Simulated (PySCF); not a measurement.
H2SeTe, SMILES [SeH][TeH].

Coordinates come from a PBE-D3(BJ)/def2-TZVP optimisation. The def2 effective core potentials stand for the cores of Te; spin–orbit coupling is left out.

Level of theory: TDA-CAM-B3LYP/def2-SVPD (PySCF 2.14.0).

Vertical excitations. The molecule is in vacuum.

### Question
Give excitation energies, oscillator strengths and character. (The exact figures need the calculation; the answer reports its results.)

### Answer

| state | energy (eV) | λ (nm) | f | main pairs |
|---|---|---|---|---|
| S1 | 3.20 | 388 | 0.002 | HOMO→LUMO 96 % |
| S2 | 3.72 | 334 | 0.007 | HOMO−1→LUMO 96 % |
| S3 | 4.71 | 263 | 0.010 | HOMO→LUMO+1 91 % |
| S4 | 5.43 | 228 | 0.007 | HOMO−1→LUMO+1 49 %, HOMO−1→LUMO+2 43 % |
| S5 | 5.75 | 216 | 0.017 | HOMO→LUMO+2 80 % |
| S6 | 5.98 | 207 | 0.014 | HOMO−1→LUMO+2 42 %, HOMO−1→LUMO+1 39 %, HOMO−2→LUMO 10 % |
| S7 | 6.49 | 191 | 0.350 | HOMO−2→LUMO 54 %, HOMO−3→LUMO 11 % |
| S8 | 6.70 | 185 | 0.062 | HOMO→LUMO+3 69 %, HOMO→LUMO+4 18 % |
| S9 | 6.72 | 185 | 0.034 | HOMO→LUMO+4 57 %, HOMO→LUMO+3 28 %, HOMO→LUMO+5 9 % |
| S10 | 6.94 | 179 | 0.097 | HOMO→LUMO+5 62 %, HOMO−3→LUMO 17 %, HOMO→LUMO+4 11 % |
| T1 | 2.59 | 479 | 0 | HOMO→LUMO 96 % |
| T2 | 3.14 | 395 | 0 | HOMO−1→LUMO 95 % |
| T3 | 4.17 | 297 | 0 | HOMO→LUMO+1 80 %, HOMO→LUMO+2 13 % |
| T4 | 4.59 | 270 | 0 | HOMO−2→LUMO 93 % |
Triplets are in the Tamm–Dancoff approximation.
